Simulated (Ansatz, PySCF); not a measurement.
Molecule: chloroboronic acid, sum formula H2BO2Cl, net charge 0, singlet state. SMILES: OB(Cl)O
Structure (B3LYP-D3(BJ)/def2-TZVP (Ansatz, a quantum-chemistry and plane-wave program) minimum search):
```xyz
6

B      0.0685    -0.4158    -0.0765
Cl    -0.2146     1.3021     0.2396
O      1.3650    -0.8133    -0.1844
O     -1.0319    -1.2077    -0.1874
H      1.5072    -1.7491    -0.3562
H     -0.8663    -2.1397    -0.3592
```

Property: atomisation energy (electronic, to ground-state atoms), in eV. Cores are frozen in the correlated levels unless marked. UHF or UKS for open shells. No spin-orbit coupling. Non-relativistic. The coupled-cluster limit lacks core correlation, which all-electron functionals hold. CBS(X,Y): correlation extrapolated as X^-3; Hartree-Fock from the larger set. [CCSD(T)-MP2]/basis is that difference in the basis named.

```tsv
level	program	atomisation energy (eV)
HF/def2-TZVPD	PySCF	18.50
SVWN5/def2-TZVPD	Ansatz	30.02
BHLYP-D3(BJ)/def2-TZVPD	Ansatz + dftd3	24.54
RPA@PBE/cc-pV(Q+d)Z	Ansatz	23.99
MP2/aug-cc-pV(T+d)Z	Ansatz	26.22
SCS-MP2/cc-pV(D+d)Z	Ansatz	24.03
CCSD/6-31G	Ansatz	20.19
CCSD(T) with core electrons (1s frozen past Ne)/cc-pwCVTZ	Ansatz	25.18
RI-MP2/CBS(cc-pV(T+d)Z,cc-pV(Q+d)Z)+[CCSD(T)-MP2]/cc-pV(T+d)Z	Ansatz	25.80
CCSD(T)/CBS(cc-pV(T+d)Z,cc-pV(Q+d)Z)	Ansatz	25.78
```
